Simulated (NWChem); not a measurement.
# Lowest excitation of BeCl (+1)

```
Be
Cl 1 1.7564
```
Charge +1, spin multiplicity 1.

Program: NWChem. All single points use one geometry, from B3LYP/def2-SVP, a minimum by its harmonic frequencies.

Basis set: aug-cc-pVDZ.

```csv
method,lowest vertical singlet excitation energy (eV),relative cost,difference from EOM-CCSD
TD-BHandHLYP,3.84,3,-0.24
CIS,4.96,3,+0.88
EOM-CCSD,4.08,1,0.00
TD-B3LYP,3.32,3,-0.76
TD-PBE,3.15,under 3,-0.93
```

The values span 1.81 eV, from TD-PBE (lowest) to CIS (highest). Costs are rough ratios of processor time within this set of runs, SCF included, with EOM-CCSD as 1.

The correlated methods keep 6 core orbitals frozen. B3LYP has NWChem's definition, with VWN1-RPA local correlation. The spin multiplicity of the parent species was assumed, not shown to be that of its ground state. The structure started from a generated list of species. No row is a measurement; the coupled-cluster row has its own basis-set and correlation limits.
